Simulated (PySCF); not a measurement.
## C₆ coefficients of unlike pairs at PBE0

Calculated with PySCF 2.14 from the dipole response of each species, C₆(A,B) = (3/π) ∫ α_A(iu) α_B(iu) du, in atomic units, from isotropic polarisabilities. For ions this is the dispersion term alone; charge-induced terms of lower order in 1/R come first.

| species | configuration | basis | relativity | α (bohr³) | C₆ (like pair) |
| --- | --- | --- | --- | --- | --- |
| Sr | [Kr] 5s2 (1S) | aug-cc-pwCVTZ-X2C (10s9p7d3f) | spin-free X2C | 203.5 | 3337 |
| B²⁺ | [He] 2s1 (2S) | aug-cc-pVTZ with one added diffuse shell each of s, p, d, f type (6s5p4d3f) | none | 7.185 | 9.673 |
| W⁺ | [Xe] 4f14 5d4 6s1 (6D) | def2-QZVPPD with the def2 core potential (60 electrons) (7s6p4d3f2g) | core potential | 36.10 | 309.8 |
| Sr²⁺ | [Kr] (1S) | aug-cc-pVTZ-X2C (8s7p5d2f) | spin-free X2C | 5.752 | 26.91 |

**Question.** Estimate C₆ for Sr²⁺ with W⁺.

**Answer.** The integral gives 81.95. The combination rule 2 C_A C_B / (C_A α_B/α_A + C_B α_A/α_B) gives 76.39 and the geometric mean 91.30.

No spin-orbit coupling is included.

The other pairs:

```csv
pair,C₆
"W⁺, Sr",891.1
"Sr²⁺, B²⁺",13.03
"B²⁺, Sr",166.8
"W⁺, B²⁺",53.90
"Sr²⁺, Sr",186.7
```
